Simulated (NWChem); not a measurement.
Species: SiBrClF₂; SMILES F[Si](F)(Cl)Br

All runs: NWChem. Structure relaxed at the PBE0/def2-SVP level.

Order these by “orbital gap (eV)”, lowest first: TPSS/pcseg-2; TPSS/def2-SVP; TPSS/aug-pcseg-1.

TPSS/aug-pcseg-1 (6.57), TPSS/pcseg-2 (6.79), TPSS/def2-SVP (6.95)
